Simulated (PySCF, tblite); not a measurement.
Isomers of C5H8F3NSi. Computed values, GFN2-xTB/tblite, gas phase, harmonic and unscaled. The method is semi-empirical: single wavenumbers can be off by several per cent or more. Modes of hydrogen on silicon can be 10 to 20 % off. One conformer each.

Electronic energies: PBE0/pcSseg-1 single points on the GFN2-xTB geometries (PySCF, gas phase).

| SMILES | electronic energy, lowest = 0 (kcal/mol) |
| --- | --- |
| N[Si@H](C1=CCC1)C(F)(F)F | 0.0 |
| CN([SiH3])CC#CC(F)(F)F | 34.2 |
| C=C/N=C\[C@@H]([SiH3])C(F)(F)F | 16.7 |
| CC#C[SiH2]NCC(F)(F)F | 1.4 |
| C=C/N=C/[C@@H]([SiH3])C(F)(F)F | 11.6 |

How do GFN2-xTB zero-point energies change the relative energies?

| SMILES | ZPE (kcal/mol) | of it from modes above 1550 cm⁻¹ | electronic (kcal/mol) | with ZPE, lowest = 0 (kcal/mol) | lowest mode (cm⁻¹) | rings |
| --- | --- | --- | --- | --- | --- | --- |
| N[Si@H](C1=CCC1)C(F)(F)F | 76.8 | 37.2 | 0.0 | 0.2 | 12 | 1 |
| CC#C[SiH2]NCC(F)(F)F | 75.2 | 36.0 | 1.4 | 0.0 | 17 | 0 |
| C=C/N=C/[C@@H]([SiH3])C(F)(F)F | 73.0 | 36.2 | 11.6 | 8.0 | 33 | 0 |
| C=C/N=C\[C@@H]([SiH3])C(F)(F)F | 73.5 | 36.7 | 16.7 | 13.5 | 10 | 0 |
| CN([SiH3])CC#CC(F)(F)F | 73.8 | 34.1 | 34.2 | 31.3 | 6 | 0 |

The zero-point energies span 3.8 kcal/mol, from `C=C/N=C/[C@@H]([SiH3])C(F)(F)F` to `N[Si@H](C1=CCC1)C(F)(F)F`. With it `CC#C[SiH2]NCC(F)(F)F` becomes the lowest.

And how do the electronic energies of GFN2-xTB itself compare?

`N[Si@H](C1=CCC1)C(F)(F)F` 4.1; `CC#C[SiH2]NCC(F)(F)F` 0.0; `C=C/N=C/[C@@H]([SiH3])C(F)(F)F` 2.5; `C=C/N=C\[C@@H]([SiH3])C(F)(F)F` 2.3; `CN([SiH3])CC#CC(F)(F)F` 3.3 kcal/mol, lowest = 0. Against the energies above, taken from the same isomer `N[Si@H](C1=CCC1)C(F)(F)F`, the largest difference is 35.0 kcal/mol.
